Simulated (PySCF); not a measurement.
**Question.** Write a Z-matrix for `O=Cc1ccccc1O` (salicylaldehyde) as optimised with GFN2-xTB.

**Answer.** 
Z-matrix in Å and degrees, rows numbered from 1:
```
O 
C   1  1.2194
C   2  1.4464  1  125.10
C   3  1.4010  2  120.64  1   179.99
C   4  1.3741  3  120.77  2   179.91
C   5  1.3943  4  119.61  3     0.07
C   6  1.3764  5  120.87  4    -0.01
C   7  1.3984  6  120.35  5    -0.05
O   8  1.3319  3  122.07  2    -0.00
H   2  1.1043  1  120.14  3  -179.96
H   4  1.0806  3  118.59  2    -0.09
H   5  1.0790  4  120.39  3  -179.94
H   6  1.0799  5  119.60  4   179.99
H   7  1.0786  6  121.58  5   179.94
H   9  0.9868  8  108.51  3    -0.04
```

The 7 C–C bonds span 1.374 Å (C4–C5, aromatic) to 1.446 Å (C2–C3, drawn single), a spread of 0.072 Å. H15 on O9 lies 1.77 Å from O1, 5 bonds away (angle at H 145°; Bondi radii sum to 2.72 Å): the geometry of an intramolecular hydrogen bond. The 9 heavy atoms lie in one plane (0.000 Å rms). The 6-membered ring C3–C4–C5–C6–C7–C8 has internal angles of 119.0° to 120.9° (sum 720°, against 720° for a flat polygon); it is planar, 0.00 Å rms from its mean plane, widest ring torsion 0°.

Structure optimised with GFN2-xTB, isolated species.

Point group: Cs (every atom within 0.08 Å of its image). Whether it is a minimum is left open (no frequencies). The numbers are those of one conformer (O1–C2–C3–C4 180°, C7–C8–O9–H 180°).

The numbers are calculated, not measured.
